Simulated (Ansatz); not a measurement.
Z-matrix (Å, degrees):
```
C
Si 1 1.865
H 1 1.092 2 110.6
H 1 1.093 2 110.3 3 120.1
H 1 1.092 2 110.8 3 -120.2
S 2 2.145 1 112.0 3 56.1
H 2 1.487 1 110.1 3 178.7
H 2 1.486 1 110.5 3 -61.3
Ga 6 2.199 2 99.5 1 71.9
H 9 1.559 6 115.9 2 179.9
H 9 1.564 6 117.9 2 -0.2
```

Total charge 0; spin multiplicity 1.

Q: List the PBE/def2-TZVPP orbital energies in eV (Ansatz 0.2.0). (Estimate.)

A: Ansatz gave: Occupied: -10093.99, -2395.47, -1779.90, -1233.92, -1093.63, -1093.53, -1093.51, -268.73, -208.44, -154.54, -154.49, -154.43, -143.67, -137.59, -98.29, -98.03, -97.96, -94.37, -94.31, -94.29, -20.36, -20.20, -20.14, -20.14, -20.07, -17.79, -17.07, -12.48, -11.14, -10.20, -10.15, -8.49, -8.31, -8.27, -7.41, -7.06, -6.41. Lowest empty: -2.37, -0.66, -0.25, 0.04, 0.68, 0.98, 1.24, 1.47.
